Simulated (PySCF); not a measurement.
Energy of Ir (iridium, neutral) between two integer charges

The 6s beta orbital of [Xe] 4f14 5d7 6s2 is emptied in steps (occupation f), with all orbitals relaxed, ending at [Xe] 4f14 5d7 6s1. Computed with PySCF 2.14 in aug-cc-pVTZ-PP with ECP60MDF, with scalar relativity through the core potential. The exact energy is a straight line in f; departures are measured from the line between the end points of the same method.

```json
{"f": "1", "UHF (eV)": "0.000", "LDA (eV)": "0.000", "PBE (eV)": "0.000"}
{"f": "0.75", "UHF (eV)": "0.048", "LDA (eV)": "-0.623", "PBE (eV)": "-0.610"}
{"f": "0.5", "UHF (eV)": "0.062", "LDA (eV)": "-0.835", "PBE (eV)": "-0.822"}
{"f": "0.25", "UHF (eV)": "0.044", "LDA (eV)": "-0.629", "PBE (eV)": "-0.623"}
{"f": "0", "UHF (eV)": "0.000", "LDA (eV)": "0.000", "PBE (eV)": "0.000"}
```

Problem. For PBE, how does the orbital energy at f = 1 compare with the removal energy?

Solution. −ε = 5.693 eV against a total-energy difference of 8.916 eV. By Janak's theorem ε = ∂E/∂f, so the gap between them reflects the curvature. Along the path −ε is 7.265 (f = 0.75), 8.882 (f = 0.5), 10.552 (f = 0.25) eV.

| method | E(f=0) − E(f=1) (eV) | −ε at f=1 (eV) | −ε at f=0.5 (eV) |
| --- | --- | --- | --- |
| UHF | 7.033 | 7.305 | 7.022 |
| LDA | 9.349 | 6.050 | 9.331 |
| PBE | 8.916 | 5.693 | 8.882 |

Reference removal energy between the ground levels: 8.967 eV (measured; NIST Atomic Spectra Database, ionization energies). The calculation has no spin-orbit coupling. UHF lacks correlation.
